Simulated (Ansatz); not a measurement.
HfO$_{2}$, SMILES `[O]=[Hf]=[O]`. Total charge 0; spin multiplicity 1. Correlated methods include outer-core shells of Hf, which these sets cover unevenly. Hf: def2 effective core potential.

Bond lengths: O1–Hf2 1.776 Å, Hf2–O3 1.776 Å. Angles: O1–Hf2–O3 107.7°.

(1) Give the diagnostics of a CCSD(T)/def2-TZVPP run (frozen core, Ansatz). (Estimate.)

Answers

(1) Computed: T1 = 0.0298, largest single amplitude 0.074, largest double 0.036, (T) share of the correlation energy 5.3 %, 17 CCSD cycles. The RHF solution is stable towards an unrestricted one. T1 lies over the customary mark of 0.02 for closed shells; compounds of d metals often pass it without a breakdown.
